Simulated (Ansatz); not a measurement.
**Which is lower?**

Two relaxed structures of ZnBNH4, closed shell (PBE0-D4/def2-TZVP; forces vanish, vibrations not checked).

A:

```
7
angstrom
N -1.0781 0.6247 -0.2943
B 0.2414 0.4876 0.1246
Zn 1.2382 -1.3320 0.2805
H -1.6723 -0.1418 -0.5603
H -1.5407 1.5182 -0.3621
H 0.7909 1.5239 0.4013
H 2.0206 -2.6807 0.4104
```

B:

```xyz
7
angstrom
N -0.1075 -0.2041 -0.0468
B 0.5620 0.9436 0.3689
Zn 0.7244 -1.8430 0.0270
H -1.0524 -0.0923 -0.3832
H 1.6937 0.8414 0.7764
H 0.0365 2.0240 0.3289
H 1.4413 -3.1817 0.1013
```

Computed with Ansatz 0.2.0 (basis: def2-TZVPP); correlated methods freeze the cores. The 3s and 3p shells of Cu and Zn are frozen; filled d shells are correlated. B3LYP uses VWN-RPA correlation.

(1) Which structure is lower at CCSD(T), and by how much? (To be estimated.)

No T1 diagnostic of these runs exceeds 0.016.

Results:

(1) Computed: B, by 59.7 kJ/mol (electronic energy, against the other). By their contacts, A is ZnBNH₄ ([NH2][BH][ZnH]) and B is ZnBNH₄ ([BH2][NH][ZnH]).

All methods give the same order:

| method | E(B) − E(A) (kJ/mol) |
| --- | --- |
| PBE-D4 | -40.8 |
| r2SCAN-D4 | -52.0 |
| PBE0-D4 | -45.1 |
| B3LYP-D4 | -50.5 |
| wB97M-V | -50.5 |
| HF | -65.2 |
| MP2 | -65.2 |
| CCSD | -60.2 |
| CCSD(T) | -59.7 |

Labels in which every atom is bracketed show which atoms are joined, not bond orders.

For scale, one of the runs: CCSD(T)/def2-TZVPP, 182 basis functions, launched by `ansatz run in.yaml --threads 2 --pin off --events-out ev --progress --plain --max-ram 4352MiB`. Hardware: 2 CPU threads of an Arm Neoverse V1, shared host. Wall time 64 s; peak host memory 1.8 GiB.
